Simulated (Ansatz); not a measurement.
`Cl[SiH2][SbH2]` + `C#CO` → `C#C[O][SbH2]` + `[SiH3]Cl` at 298.15 K and 1 bar (cleavage of the Sb–Si bond).

Calculated with Ansatz (gas phase, PBE0-D4/def2-TZVP geometries, no zero-point term in ΔE). CBS: MP2 limit from def2 TZ/QZ plus the TZ coupled-cluster correction, frozen cores. This one scheme is used for every species. def2 core potentials past Kr. For Sb outer-core shells are correlated without core-valence functions, which leaves a few kJ/mol of doubt a bond. One conformer a species, not always the lowest.

| species | CCSD(T)/CBS energy (Eh) | H − E (kJ/mol) | S (J/(mol·K)) |
| --- | --- | --- | --- |
| `Cl[SiH2][SbH2]` | -991.31414 | 103.0 | 338.8 |
| `C#CO` | -152.38380 | 96.3 | 247.0 |
| `C#C[O][SbH2]` | -392.99526 | 112.0 | 323.6 |
| `[SiH3]Cl` | -750.69636 | 80.1 | 250.8 |

H − E and S are ideal-gas, rigid-rotor, harmonic terms from PBE0-D4/def2-TZVP, for one conformer and one mirror image of each species. 1 Eh = 2625.50 kJ/mol, R = 8.31446 J/(mol·K).

Problem. By hand: ΔE, ΔH, ΔS and ΔG.

Solution. ΔE = (-392.99526) + (-750.69636) − (-991.31414) − (-152.38380) = 0.00632 Eh = 16.6 kJ/mol. Δ(H − E) = 112.0 + 80.1 − 103.0 − 96.3 = -7.2, so ΔH = 9.4 kJ/mol. ΔS = 323.6 + 250.8 − 338.8 − 247.0 = -11.4 J/(mol·K). ΔG = 9.4 − 298.15 × (-11.4)/1000 = 12.8 kJ/mol.

Problem. By hand: the equilibrium constant, and the temperature at which ΔG would vanish if ΔH and ΔS stayed fixed.

Solution. log₁₀ K = −ΔG/(RT ln 10) = -2.2. ΔH and −TΔS have one sign here, so there is no such temperature.

TΔS isn't small against ΔH here. A doubt of 5 kJ/mol in ΔE shifts log₁₀ K by 0.9 here. Other conformers and mirror images would add mixing entropy, several J/(mol·K) or more a flexible species. These are equilibria of isolated gas molecules and say nothing of rates. Largest T1 diagnostic: 0.015 (customary marks: 0.02 for closed shells, 0.045 for open ones).

ΔS is within the doubt of such terms, so its sign, and with it that verdict, could turn.
